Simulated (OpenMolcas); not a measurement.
## Multiplet structure of Ca I

```json
{"Program": "OpenMolcas 26.06", "Method": "CASSCF", "Basis": "ANO-RCC-VQZP [7s6p3d2f1g]", "Scalar Hamiltonian": "DKH2, point nucleus", "Active space": "2 electrons in 4 orbitals (4s 4p)", "State averaging": "2S+1 = 3 even, 3 roots; 2S+1 = 1 even, 6 roots; 2S+1 = 3 odd, 3 roots; 2S+1 = 1 odd, 3 roots", "Spin-orbit coupling": "state interaction with AMFI integrals over the reference wave functions, term energies averaged over their components"}
```

Spin-free terms above the lowest, with the occupations of the reference:

| Configuration | Term | E (cm⁻¹) | Occupations |
| --- | --- | --- | --- |
| 4s² | ¹S | 0.0 | 4s 1.83 4p 0.17 |
| 4s 4p | ³P° | 13601 | 4s 1.00 4p 1.00 |
| 4s 4p | ¹P° | 28365 | 4s 1.00 4p 1.00 |
| 4p² | ³P | 38448 | 4p 2.00 |
| 4p² | ¹D | 43353 | 4p 2.00 |

With spin-orbit coupling, above the lowest level:

```csv
Configuration,Term,J,E (cm⁻¹),Measured (cm⁻¹),g,Term weight %
4s²,¹S,0,0.0,0.0,,100
4s 4p,³P°,0,13526,15158,,100
4s 4p,³P°,1,13563,15210,1.501,100
4s 4p,³P°,2,13639,15316,1.501,100
4s 4p,¹P°,1,28365,23652,1.000,100
4p²,³P,0,38378,38418,,100
4p²,³P,1,38413,38465,1.501,100
4p²,³P,2,38482,38552,1.501,100
4p²,¹D,2,43354,,1.000,100
```

Against the 7 measured excited levels shown (NIST Handbook of Basic Atomic Spectroscopic Data) the mean absolute deviation is 1400 cm-1; the largest miss in energy is 4s 4p ¹P°₁: computed 28365, measured 23652 cm⁻¹ (+19.9 %).

Without dynamic correlation excited terms often stand tens of per cent too high (terms of higher spin than the ground term too low), and those without a measured partner can miss by more than the paired ones. The ¹D term of p² mixes with s d, which this space lacks. Measured partners are found by configuration, term and J. A level has none where our copy of the source lacks it or the pairing is in doubt (some pairs that miss far off the trend of their configuration count as doubtful), and it then counts in no deviation. Only configurations of the active space appear. The first state left out of the spin-orbit step lies near 56000 cm-1 above the lowest spin-free state of the reference (among the parities and spins computed), and the list stops at four fifths of that energy or lower.

The term weight is that of the spin-free term in the level, not the purity of its configuration. ° marks odd parity.
